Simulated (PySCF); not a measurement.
PySCF input file for H₂IInO₂, SMILES [OH][In]([OH])[I], C-PCM-PBE0/def2-SVP. Coordinates come from a B3LYP-D3(BJ)/def2-SVP optimisation. The def2 effective core potentials stand for the cores of I, In; spin–orbit coupling is left out. Other conformers were not sampled.

```python
import numpy as np
from pyscf import gto, scf, dft
from pyscf.solvent import pcm

mol = gto.M(
    atom='''
    In   -0.00257795   -1.02212552    0.00000000
    I    -0.00681455    1.65428868    0.00000000
    O    -1.73140218   -2.02180301    0.00000000
    H    -1.56561380   -2.97693899    0.00000000
    O     1.67922003   -2.11109336    0.00000000
    H     2.47056182   -1.55303991    0.00000000
    ''',
    basis='def2-SVP',
    ecp={'I': 'def2-svp', 'In': 'def2-svp'},
    charge=0,
    spin=0,
    max_memory=1600,
    verbose=3,
)
mf = dft.RKS(mol, xc='pbe0').density_fit(auxbasis='def2-universal-jkfit')
mf.grids.level = 3
mf.conv_tol = 1e-9
mf.max_cycle = 100
mf.kernel()
res = {}
for name, eps in {'water': 78.355, '1-octanol': 9.8629, 'cyclohexanone': 15.619}.items():
    s = mf.PCM()
    s.with_solvent.method, s.with_solvent.eps, s.with_solvent.lebedev_order = 'C-PCM', eps, 29
    s.kernel(mf.make_rdm1())
    res[name] = (s.e_tot, eps, s.dip_moment(), s.mo_energy, s.converged)
    print(f'{name}: electrostatic solvation free energy {(s.e_tot - mf.e_tot) * 627.509474:.3f} kcal/mol')
```

It prints:

```
converged SCF energy = -639.28995013007

WARN: PCM is an experimental feature. It is still in testing.
Features and APIs may be changed in the future.

converged SCF energy = -639.307659981761
Dipole moment(X, Y, Z, Debye):  1.83835, -0.69818, -0.00000
water: electrostatic solvation free energy -11.113 kcal/mol

WARN: PCM is an experimental feature. It is still in testing.
Features and APIs may be changed in the future.

converged SCF energy = -639.305903082375
Dipole moment(X, Y, Z, Debye):  1.78915, -0.65637,  0.00000
1-octanol: electrostatic solvation free energy -10.011 kcal/mol

WARN: PCM is an experimental feature. It is still in testing.
Features and APIs may be changed in the future.

converged SCF energy = -639.306639131132
Dipole moment(X, Y, Z, Debye):  1.80957, -0.67361, -0.00000
cyclohexanone: electrostatic solvation free energy -10.473 kcal/mol
```

The calculation finished and met its thresholds.
